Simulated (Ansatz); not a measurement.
`[OH][Hf]([Cl])([Cl])[Cl]` + CH₃NH₂ → `C[NH][Hf]([OH])([Cl])[Cl]` + HCl at 298.15 K and 1 bar (ligand exchange at the Hf–Cl bond).

Isolated molecules relaxed with PBE0-D4/def2-TZVP in Ansatz; ΔE leaves out vibrations. CBS: MP2 limit from def2 TZ/QZ plus the TZ coupled-cluster correction, frozen cores. This one scheme is used for every species. def2 core potentials past Kr. For Hf outer-core shells are correlated without core-valence functions, which leaves a few kJ/mol of doubt a bond. Each species was taken in one conformer, which may not be the lowest.

| species | CCSD(T)/CBS energy (Eh) | H − E (kJ/mol) | S (J/(mol·K)) |
| --- | --- | --- | --- |
| `[OH][Hf]([Cl])([Cl])[Cl]` | -1503.31799 | 66.2 | 389.9 |
| CH₃NH₂ | -95.75281 | 180.0 | 240.4 |
| `C[NH][Hf]([OH])([Cl])[Cl]` | -1138.65666 | 209.4 | 440.2 |
| HCl | -460.38127 | 26.6 | 186.8 |

H − E and S are ideal-gas, rigid-rotor, harmonic terms from PBE0-D4/def2-TZVP, for one conformer and one mirror image of each species. 1 Eh = 2625.50 kJ/mol, R = 8.31446 J/(mol·K).

Task: By hand: ΔE, ΔH, ΔS and ΔG.

Result: ΔE = (-1138.65666) + (-460.38127) − (-1503.31799) − (-95.75281) = 0.03287 Eh = 86.3 kJ/mol. Δ(H − E) = 209.4 + 26.6 − 66.2 − 180.0 = -10.2, so ΔH = 76.1 kJ/mol. ΔS = 440.2 + 186.8 − 389.9 − 240.4 = -3.3 J/(mol·K). ΔG = 76.1 − 298.15 × (-3.3)/1000 = 77.1 kJ/mol.

Task: By hand: the equilibrium constant, and the temperature at which ΔG would vanish if ΔH and ΔS stayed fixed.

Result: log₁₀ K = −ΔG/(RT ln 10) = -13.5. ΔH and −TΔS have one sign here, so there is no such temperature.

The number of gas molecules stays the same, so ΔS is small and ΔH decides. A doubt of 5 kJ/mol in ΔE shifts log₁₀ K by 0.9 here. Other conformers and mirror images would add mixing entropy, several J/(mol·K) or more a flexible species. Modes under 60 cm⁻¹, often nearly free rotors, make the harmonic entropy too high. These are equilibria of isolated gas molecules and say nothing of rates. Largest T1 diagnostic: 0.014 (customary marks: 0.02 for closed shells, 0.045 for open ones).

ΔS is within the doubt of such terms, so its sign, and with it that verdict, could turn.
